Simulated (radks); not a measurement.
Species: Ni V. Configuration: [Ar] 3d5.5 4f0.5 (fractional occupations, a model configuration). All-electron calculation, non-relativistic Kohn-Sham, SCAN, spin-polarised, spherical densities, point nucleus; open shells are filled with parallel spins first; meta-GGA in the generalised Kohn-Sham scheme. Program: a radial shooting solver on a logarithmic mesh with Libxc functionals.

X-ray form factor f0, the Fourier transform of the density (f0(0) = 24):

sin(theta)/lambda (1/angstrom),f0 (electrons)
0.05,23.692
0.1,22.923
0.15,21.932
0.2,20.800
0.25,19.538
0.3,18.182
0.4,15.433
0.5,12.957
0.6,10.946
0.8,8.308
1,6.919
1.25,5.906
1.5,5.094
2,3.606
